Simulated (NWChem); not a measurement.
System: C4H3FOS; SMILES Oc1ccsc1F

```xyz
10

O     -0.6680     2.2252     0.0000
C     -0.5017     0.8877     0.0000
C     -1.5979    -0.0258     0.0000
C     -1.1951    -1.3316     0.0000
S      0.5198    -1.4985     0.0000
C      0.6932     0.2199     0.0000
F      1.8914     0.7993     0.0000
H      0.2003     2.6452     0.0000
H     -2.6382     0.2999     0.0000
H     -1.8178    -2.2246     0.0000
```
Atoms are numbered in this order, from 1.

All runs: NWChem. Structure relaxed at the PBE0/def2-SVP level. Level: PBE0/def2-SVP with SMD (1 M gas to 1 M solution), gas-phase geometry.

For solvent toluene:

```
Property                                     Value
-------------------------------------------  -----
solvation free energy (kcal/mol)              -4.2
cavity-dispersion-structure term (kcal/mol)   -1.9
```

**Question.** How do the values read with solvent water instead?

**Answer.** 
| Property | Result |
|---|---|
| solvation free energy (kcal/mol) | -3.2 |
| cavity-dispersion-structure term (kcal/mol) | 3.9 |
